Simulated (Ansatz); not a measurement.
Geometry optimisation, RKS B3LYP-D4/def2-SVP (Ansatz).

input.yaml

```yaml
crystal:
  periodic: [false, false, false]
  atoms:
    - { symbol: Ge, position_ang: [0.0, 0.0, 0.0] }
    - { symbol: C, position_ang: [0.0, 0.0, 1.96] }
    - { symbol: H, position_ang: [-0.9996, -0.3092, 2.3305] }
    - { symbol: H, position_ang: [0.7676, -0.7111, 2.3305] }
    - { symbol: H, position_ang: [0.232, 1.0203, 2.3305] }
    - { symbol: Cl, position_ang: [2.0935, 0.0, -0.7393] }
    - { symbol: H, position_ang: [-0.73, 1.2648, -0.5162] }
    - { symbol: H, position_ang: [-0.73, -1.2648, -0.5162] }
basis:
  gaussian: { orbitals: def2-SVP }
hamiltonian:
  xc: b3lyp
  dispersion: d4
relax:
  f_tol: 0.02
  max_steps: 40
output:
  orbitals: {}
```

Launched with:

```bash
$ ansatz run input.yaml --threads 2 --pin off --max-ram 3072MiB --backend cpu --events-out ev --progress --plain --runs-dir out
```

Q: Where does it end, and by what steps?

A: It converged. After 8 steps the energy has fallen by 0.045 eV; H5 moved furthest, 0.24 Å.

| step | energy less start (eV) | largest force component (eV/Å) | accepted |
| --- | --- | --- | --- |
| 0 | 0.0000 | 0.547 | yes |
| 1 | -0.0235 | 0.186 | yes |
| 2 | -0.0393 | 0.047 | yes |
| 3 | -0.0409 | 0.021 | yes |
| 4 | -0.0438 | 0.035 | yes |
| 5 | -0.0429 | 0.233 | no |
| 6 | -0.0448 | 0.061 | yes |
| 7 | -0.0451 | 0.032 | yes |
| 8 | -0.0452 | 0.009 | yes |

```xyz
8
Properties=species:S:1:pos:R:3
Ge -0.036 -0.013 0.012
C 0.004 -0.002 1.965
H -1.020 -0.085 2.363
H 0.602 -0.849 2.332
H 0.454 0.934 2.326
Cl 2.026 0.156 -0.700
H -0.804 1.193 -0.564
H -0.593 -1.335 -0.554
```

The run took 15 s on 2 threads of Arm Neoverse V2 (shared host), peak memory 0.19 GiB.
